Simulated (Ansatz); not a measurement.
Wavefunction ladder for C₆H₁₀O (`CC(=O)C=C(C)C`)

```xyz
17

C     1.983   -0.002   -2.050
C     1.229   -0.540   -0.859
O     1.516   -1.618   -0.381
C     0.158    0.346   -0.362
C    -0.701    0.117    0.644
C    -0.731   -1.116    1.482
C    -1.727    1.144    0.996
H     2.746   -0.714   -2.358
H     1.295    0.189   -2.879
H     2.450    0.955   -1.798
H     0.065    1.289   -0.894
H    -0.012   -1.859    1.151
H    -0.522   -0.852    2.525
H    -1.740   -1.542    1.473
H    -1.621    1.443    2.045
H    -1.655    2.034    0.371
H    -2.733    0.726    0.896
```

Charge 0, multiplicity 1. The geometry is a stationary point of PBE0-D4/def2-TZVP. It is one conformer, not always the lowest. Frozen core, restricted reference, Ansatz. CBS rows extrapolate triple and quadruple zeta; past MP2 they add the triple-zeta difference.

```
     basis     HF (Eh)  MP2 corr.  CCSD corr.    (T)  CCSD(T) total
def2-TZVPP  -308.00229   -1.22969    -1.28044      ?              ?
def2-QZVPP           ?          ?           –      –              –
 CBS(def2)  -308.01809   -1.37144           ?  as TZ              ?
```

Q: Fill in the withheld values. (Estimate.)

A: The calculation gave: def2-TZVPP (T): -0.05679; def2-TZVPP CCSD(T) total: -309.33952; def2-QZVPP HF (Eh): -308.01618; def2-QZVPP MP2 corr.: -1.31112; CBS(def2) CCSD corr.: -1.42219; CBS(def2) CCSD(T) total: -309.49707.
